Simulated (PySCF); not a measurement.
PySCF 2.14 output of an unrestricted PBE0 calculation on a single atom or ion in x2c-TZVPPall with one added diffuse shell each of s, p, d type (6s6p4d1f, 51 functions), with scalar relativity by spin-free X2C-1e:

```
SCF conv_tol = 1e-09
number electrons alpha = 7  beta = 5
    C. Adamo and V. Barone.,  J. Chem. Phys. 110, 6158 (1999)
    M. Ernzerhof and G. E. Scuseria.,  J. Chem. Phys. 110, 5029 (1999)
cycle= 1 E= -242.058265975529  delta_E= -0.00438  |g|= 0.0107  |ddm|= 0.115
cycle= 2 E= -242.058319999448  delta_E= -5.4e-05  |g|= 0.00443  |ddm|= 0.0222
cycle= 3 E= -242.058324268158  delta_E= -4.27e-06  |g|= 0.000593  |ddm|= 0.00549
cycle= 4 E= -242.058324862257  delta_E= -5.94e-07  |g|= 5.49e-05  |ddm|= 0.00343
cycle= 5 E= -242.058324873079  delta_E= -1.08e-08  |g|= 2.01e-06  |ddm|= 0.000555
cycle= 6 E= -242.058324873082  delta_E= -3.98e-12  |g|= 1.67e-07  |ddm|= 8.9e-06
converged SCF energy = -242.058324873082  <S^2> = 2.0000302  2S+1 = 3.0000201
```

The run itself started from symmetry-adapted Hartree-Fock orbitals and held the occupation by maximum overlap, on a logarithmic radial grid, so the iterations belong to that start.

Which element, charge and spin multiplicity is this?

Al⁺ (aluminium, charge +1), multiplicity 3; the state was [Ne] 3s1 3d1, high-spin 3D determinant (an excited configuration).

The outer electron is Rydberg-like, and this basis confines it to a smaller radius and binds it less than a complete one would.
